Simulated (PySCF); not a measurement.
# Worked example: oscillator strength and radiative lifetime

Mg(NMe2)(SH) (C₂H₇MgNS), SMILES [SH][Mg][N](C)C.

Geometry optimised at TPSSh-D3(BJ)/def2-SVP. The structure was generated by enumeration; whether it is a known compound was not checked. Other conformers were not sampled.

TDA-PBE/def2-SVPD in PySCF puts the first singlet state with f over 0.02 at 3.92 eV (vertical), with the transition dipole (0.395, -0.691, 0.442) in atomic units.

### Question
Find the oscillator strength, the wavelength and the radiative lifetime that this transition would have in vacuum if emission retraced absorption.

### Answer

|μ|² = 0.8289 au, so |μ| = 2.31 D. ΔE = 3.92/27.211 = 0.1441 hartree. f = (2/3) ΔE |μ|² = 0.080 (the program prints 0.080).
λ = 1239.84/3.92 = 316 nm; ν = 31617 cm⁻¹.
Einstein's coefficient A = 0.6670 ν² f s⁻¹ (ν in cm⁻¹) = 5.3e7 s⁻¹, so τ = 1/A = 19 ns. This state is S3; the lower singlets have f = 0.015, 0.000. The figure is the radiative limit of this one transition; relaxation, internal conversion, crossing to triplets and a medium change what is measured.
